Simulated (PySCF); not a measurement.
C4H6O2Si, SMILES c1([SiH3])occc1O.

Geometry: r2SCAN-D4/def2-SVP. The structure was generated by enumeration, and PubChem lists no compound with its InChIKey, so it may never have been made. The values are those of a single conformer.

These are PBE/def2-TZVP (PySCF) values and carry that method's errors.

Symmetry labels are those of the subgroup Cs that the program uses (full group Cs).

Computed valence orbital energies around the gap with their symmetry:
```
orbital  symmetry  energy (eV)
-------  --------  -----------
HOMO−7         A'        -9.45
HOMO−6         A"        -9.44
HOMO−5         A'        -9.08
HOMO−4         A"        -8.22
HOMO−3         A'        -8.19
HOMO−2         A'        -8.07
HOMO−1         A"        -6.39
HOMO           A"        -5.25
LUMO           A"        -1.14
LUMO+1         A'        -0.17
LUMO+2         A'         0.25
LUMO+3         A'         0.54
```
